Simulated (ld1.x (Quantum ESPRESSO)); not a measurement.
What one change does to a pseudopotential (aluminium, ultrasoft)

ld1.x (Quantum ESPRESSO) 7.5 input, shortened:

```
&input
   title='Al', zed=13., rel=0, dft='PBE', iswitch=3,
   config='[Ne] 3s2 3p1'
 /
 &inputp
   pseudotype=3, tm=.true., lloc=-1, rcloc=1.60,
   nlcc=.false.,
   which_augfun='PSQ', rmatch_augfun_nc=.true.
 /
4
3S  1  0   2.00   0.00  1.80  2.30  0.0
3S  1  0   0.00   3.40  1.80  2.30  0.0
3P  2  1   1.00   0.00  1.65  1.90  0.0
3P  2  1   0.00   0.45  1.65  1.90  0.0
 &test
   configts(1)='3s2 3p1'
 /
```

Change: waves 3p (bound): rcut 1.62, rcutus 1.72 bohr; 3p channel at 0.45 Ry: rcut 1.62, rcutus 1.72 bohr.

Cutoffs: the cutoffs (Ry, on a coarse ladder) from which the occupation-weighted sum of valence levels, in a spherical-Bessel basis at the reference potential, stays within 10 and 1 mRy of its value at 400 Ry; they do not see the model core or the augmentation charge, which bear on the density cutoff. Errors are all-electron minus pseudo energies relative to the spin-unpolarised reference configuration.

Q: What does the change do?

A: Both files are very soft, the changed one slightly harder (loose and tight cutoff 6 and 6 Ry → 6 and 10 Ry on this coarse ladder); a bound ghost appears in p, which as a rule spoils a file; of the 7 tests that both files solve, the error grows in 2 and shrinks in 1 by more than 15 % and 0.3 meV (median size 8.7 → 10.9 meV); the range in which the p phases agree widens (upper end 2.8 → 4.1).

| quantity | base | changed |
| --- | --- | --- |
| cutoff, loose | 6 Ry | 6 Ry |
| cutoff, tight | 6 Ry | 10 Ry |
| bound ghosts | none | p |
| error for 3s2 3p0, meV [ΔE 5.77 eV] | +7.1 | +11 |
| error for 3s1 3p0, meV [ΔE 24.96 eV] | +18 | +21 |
| error for 3s2 3p0.5, meV [ΔE 2.09 eV] | +1.1 | +1.3 |
| error for 3s2 3p1.3, meV [ΔE -0.58 eV] | +0.2 | +0.2 |
| error for 3s1 3p2, meV [ΔE 5.11 eV] | +18 | +16 |
| error for 3s0 3p3, meV [ΔE 10.38 eV] | +80 | +66 |
| error for 3s1 3p1, meV [ΔE 11.54 eV] | +8.7 | +8.1 |
| s: phases at 2.50 bohr within 0.05 rad from the reference energy up to (Ry; the scan ends near 5) | 4.4 | 4.4 |
| p: phases at 2.50 bohr within 0.05 rad from the reference energy up to (Ry; the scan ends near 5) | 2.8 | 4.1 |
| lowest overlap eigenvalue by channel | s 0.73, p 0.78 | s 0.73, p 0.81 |

 A true bound ghost makes a file unfit for plane-wave use even where its test errors are small: the radial tests pick states by their node count and pass the ghost by.
